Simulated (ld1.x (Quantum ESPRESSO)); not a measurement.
## Scattering properties, PAW potential for Er (Z = 68)

ld1.x (Quantum ESPRESSO) 7.5 input, shortened:

```
&input
   title='Er', zed=68., rel=2, dft='PZ', iswitch=3,
   config='[Xe] 4f11 5d1 6s2 6p0', rel_dist='average'
 /
 &inputp
   pseudotype=3, lpaw=.true., tm=.true., lloc=-1, rcloc=1.30,
   nlcc=.true., new_core_ps=.true., rcore=0.70,
   which_augfun='BESSEL', rmatch_augfun=1.35
 /
8
6S  1  0   2.00   0.00  3.30  3.70  0.0
6S  1  0   0.00   0.05  3.30  3.70  0.0
5P  2  1   6.00   0.00  1.90  2.45  0.0
6P  3  1   0.00   0.00  1.90  2.45  0.0
5D  3  2   1.00   0.00  2.80  3.50  0.0
5D  3  2   0.00   3.95  2.80  3.50  0.0
4F  4  3  11.00   0.00  1.25  1.40  0.0
4F  4  3   0.00  -0.10  1.25  1.40  0.0
 &test
   configts(1)='4f11 5p6 5d1 6s2 6p0'
 /
```

Open shells are filled in proportion to 2j + 1 (rel_dist='average').

The phase is arctan(r·u′/u) with u = r·R(r), unwrapped; energies in Ry, scanned from -4 to 5 Ry. A pole is an energy at which the radial function vanishes at the test radius. The pseudo phase is shifted by a multiple of π to meet the all-electron one at the reference energy, and phase errors are pseudo minus all-electron; the curves can meet again beyond the range given. Levels narrower than the energy grid can be missing from the lists of poles.

Task: For each channel, where are the poles, and over which energies does the pseudopotential scatter like the atom?

Result:

```tsv
channel	radius (bohr)	reference energy (Ry)	poles, all-electron	poles, pseudo	unbroken range about the reference energy with phases within 0.05 rad	phase error 1 Ry above the reference energy (rad)
s	4.00	-0.34	0.29, 3.90	0.23, 0.29	below 0.2	-3.139
p3/2	4.00	-0.10	-2.06, 1.09, 5.00	-2.06, 0.98, 3.17	-2.6 to 1.3	-0.022
d3/2	4.00	-0.18	0.00, 2.45	0.00, 2.43	the whole range	-0.017
d5/2	4.00	-0.16	0.04, 2.50	0.04, 2.48	below 1.0	-0.023
f5/2	4.00	-0.76	1.80, 4.76	1.80, 4.70	below 2.9	-0.000
f7/2	4.00	-0.67	1.81, 4.78	1.81, 4.80	the whole range	+0.000
```

The ghost test of this file was not conclusive.

Phases in the f5/2 channel:

| E (Ry) | all-electron | pseudo |
| --- | --- | --- |
| -4.00 | 1.451 | 1.451 |
| -3.52 | 1.444 | 1.444 |
| -3.04 | 1.436 | 1.436 |
| -2.56 | 1.425 | 1.425 |
| -2.08 | 1.412 | 1.412 |
| -1.60 | 1.394 | 1.394 |
| -1.12 | 1.368 | 1.368 |
| -0.64 | 1.335 | 1.335 |
| -0.16 | 1.259 | 1.259 |
| 0.32 | 1.069 | 1.069 |
| 0.80 | -0.097 | -0.099 |
| 1.28 | -1.340 | -1.341 |
| 1.76 | -1.559 | -1.560 |
| 2.24 | -1.687 | -1.690 |
| 2.72 | -1.919 | -1.935 |
| 3.20 | -3.774 | -3.881 |
| 3.68 | -4.512 | -4.526 |
| 4.16 | -4.638 | -4.645 |
| 4.64 | -4.700 | -4.706 |
